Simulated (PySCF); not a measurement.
C₆H₇NO₂.
Bonds: C1–N2, N2–C3, C3–C4 (double), C4–O5, O5–C6, C6–C7 (double), C7–C8, C8–O9 (double), C3–C8. Hydrogens: H10, H11, H12 on C1; H13 on N2; H14 on C4; H15 on C6; H16 on C7.

NICS is the negative of the GIAO shielding at a point without a nucleus: at the ring centre (0) and 1 Å above and below it (1); zz is the component along the ring normal. Level: GIAO PBE0/pcSseg-1 (PySCF, non-relativistic, gas phase) on the GFN2-xTB geometry, one conformer.

Ring bond lengths (Å), with Mayer bond orders in brackets: C3–C4 1.359 (1.52), C4–O5 1.356 (0.98), O5–C6 1.326 (1.10), C6–C7 1.350 (1.62), C7–C8 1.441 (1.16), C8–C3 1.480 (0.99).

Task: What do the NICS probes read (ppm)?

Result: 
```tsv
ring	type	NICS(0)	NICS(1), two faces	NICS(1)zz, two faces	rms pucker (Å)	centre to ring atoms, mean (Å)
C3–C4–O5–C6–C7–C8	6-membered ring with O; bonds drawn aromatic by RDKit's count	-2.1	-5.2 / -5.0	-9.7 / -9.5	0.01	1.38
```

Task: What can be read from them?

Result: 
- C3–C4–O5–C6–C7–C8: mean NICS(1)zz -9.6 ppm, shielded. That is too small in size for a clear verdict by the NICS criterion.

Task: How equal are the bonds by HOMA? Use HOMA with the parameters of Krygowski (1993).

Result: 
- C3–C4–O5–C6–C7–C8: HOMA 0.11; the largest term is that of C8–C3, α(R − Ropt)² = 2.17.

Task: At the second NICS(1) probe listed for ring C3–C4–O5–C6–C7–C8, 1 Å off the ring, how large is the induced field along the normal in 14.1 T applied along it?

Result: NICSzz × B0 = -9.5 ppm × 14.1 T = -134 μT, against the applied field.

Task: Give the inner angles of the rings and the Hirshfeld charges of the ring atoms.

Result: 
- C3–C4–O5–C6–C7–C8: C3 119.6° (+0.018 e), C4 123.3° (-0.012 e), O5 118.3° (-0.055 e), C6 124.4° (+0.049 e), C7 120.8° (-0.091 e), C8 113.6° (+0.106 e); sum 720.0° against 720° for a flat convex ring.

Task: How shielded are the nuclei of the rings and their hydrogens (means over atoms taken as equivalent)?

Result: 
```
atoms                 environment  σ isotropic (ppm)  principal values of the symmetric part, first atom (ppm)
   C3     unsaturated ring carbon               41.8                                        -30.3, 10.3, 145.5
   C4  unsaturated ring CH carbon               54.8                                        -11.9, 62.4, 113.9
   O5                 ring oxygen              113.5                                        -45.1, 27.3, 358.2
   C6  unsaturated ring CH carbon               27.8                                        -73.6, 44.4, 112.6
   C7  unsaturated ring CH carbon               68.7                                        -19.5, 75.6, 150.1
   C8        ring carbonyl carbon               12.7                                        -77.4, -4.5, 120.0
  H14          hydrogen on carbon              24.61                                          20.2, 23.6, 30.0
  H15          hydrogen on carbon              23.99                                          20.3, 25.0, 26.7
  H16          hydrogen on carbon              25.33                                          23.5, 24.9, 27.6
```

Conformer computed: `[CH3:1][NH:2][c:3]1[cH:4][o:5][cH:6][cH:7][c:8]1=[O:9]`: C1–N2–C3–C4 15°.
